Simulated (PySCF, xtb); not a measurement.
Si(Br)(OH)(NH2)2 (BrH5N2OSi), SMILES N[Si](N)(O)Br. The values are those of a single conformer.

Harmonic wavenumbers (cm⁻¹) from GFN2-xTB (xtb) at its own minimum, in rising order: 136, 148, 177, 215, 223, 244, 265, 312, 411, 530, 545, 795, 797, 804, 852, 945, 976, 1517, 1520, 3484, 3500, 3519, 3534, 3670.

Task: What does PBE-D3(BJ)/def2-SVP (PySCF) give at its own minimum? (The exact figures need the calculation; the answer reports its results.)

Result: 148, 170, 235, 245, 258, 276, 319, 366, 390, 421, 428, 752, 778, 813, 842, 932, 939, 1473, 1479, 3496, 3511, 3603, 3615, 3763. Paired by order, the mean absolute difference is 44 cm⁻¹ and the zero-point energies are 41.6 and 41.8 kcal/mol.
